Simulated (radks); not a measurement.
The numbers below are computed, except where a source is named.
Effect of the nuclear size on the barium ion Ba+, [Xe] 6s1. Code: a radial shooting solver on a logarithmic mesh with Libxc functionals. Model: Dirac Kohn-Sham, exchange-only LDA, spin-unpolarised, spherical densities, finite nucleus; Fermi nuclear charge, rms radius 4.8378 fm. The rms radius is varied about that value; shifts are against it.

rms radius (fm)  total energy shift (eV)  density at nucleus (e/bohr^3)  1s1/2 shift (meV)  2s1/2 shift (meV)  4p1/2 shift (meV)  5s1/2 shift (meV)  5p1/2 shift (meV)  6s1/2 shift (meV)
4.025                              -2.58                      3.331e+05              -1080               -129              0.453             -0.864              0.145             -0.086
4.654                             -0.618                      3.238e+05               -258              -30.9              0.108             -0.207              0.035             -0.021
4.8378                                 0                      3.214e+05              0.000              0.000              0.000              0.000              0.000              0.000
5.2248                              1.36                      3.167e+05                569               68.3             -0.239              0.456             -0.076              0.046
5.8054                              3.57                      3.103e+05               1490                179             -0.625               1.19             -0.200              0.119

Slopes of the eigenvalues against <r^2> in GHz/fm^2, as finite differences over the two radii next to the reference (eigenvalue slopes, not the field-shift constants of lines): 1s1/2 35400, 2s1/2 4250, 4p1/2 -14.9, 5s1/2 28.4, 5p1/2 -4.76, 6s1/2 2.84.
